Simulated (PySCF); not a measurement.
## From a computed spectrum to the compound

A species of 8 atoms with charge 0 has these harmonic modes (PBE0, small Gaussian bases with core potentials, PySCF 2.14.0):

```json
{"cm⁻¹": "40", "km/mol": "0.0", "symmetry": "a2"}
{"cm⁻¹": "122", "km/mol": "4.6", "symmetry": "e"}
{"cm⁻¹": "122", "km/mol": "4.6", "symmetry": "e"}
{"cm⁻¹": "198", "km/mol": "628.7", "symmetry": "a1"}
{"cm⁻¹": "322", "km/mol": "261.2", "symmetry": "a1"}
{"cm⁻¹": "521", "km/mol": "0.3", "symmetry": "e"}
{"cm⁻¹": "521", "km/mol": "0.3", "symmetry": "e"}
{"cm⁻¹": "554", "km/mol": "151.4", "symmetry": "e"}
{"cm⁻¹": "554", "km/mol": "151.4", "symmetry": "e"}
{"cm⁻¹": "1209", "km/mol": "170.3", "symmetry": "a1"}
{"cm⁻¹": "1376", "km/mol": "1028.8", "symmetry": "e"}
{"cm⁻¹": "1376", "km/mol": "1028.8", "symmetry": "e"}
{"cm⁻¹": "1444", "km/mol": "35.7", "symmetry": "a1"}
{"cm⁻¹": "1625", "km/mol": "29.4", "symmetry": "e"}
{"cm⁻¹": "1625", "km/mol": "29.4", "symmetry": "e"}
{"cm⁻¹": "3483", "km/mol": "28.6", "symmetry": "a1"}
{"cm⁻¹": "3605", "km/mol": "49.1", "symmetry": "e"}
{"cm⁻¹": "3605", "km/mol": "49.1", "symmetry": "e"}
```

Q: Which species is it, and in which structure?

A: TbH3(NH3) (singlet in the valence; each metal's 4f electrons, 8 of them, lie in its core potential, out of spins and levels):
```xyz
8

Tb    0.1389   -0.1389    0.1389
H     1.1085    1.3781    1.1085
H    -1.3781   -1.1085    1.1085
H     1.1085   -1.1085   -1.3781
N    -1.3060    1.3060   -1.3060
H    -1.9168    1.9168   -0.7584
H    -0.7584    1.9168   -1.9168
H    -1.9168    0.7584   -1.9168
```
Ideal gas at 298.15 K and 1 bar: S = 351.6 J/(mol K), Cp = 94.4 J/(mol K), H − H(0 K) = 20.5 kJ/mol (rigid rotor, harmonic modes, spin degeneracy alone, that of the 4f electrons in the core included; the modes under 60 cm⁻¹ make these uncertain). An lcecp potential fixes the number of 4f electrons, so in runs with it no electron can move into or out of that shell.
 Other answers can fit too; this one was computed.
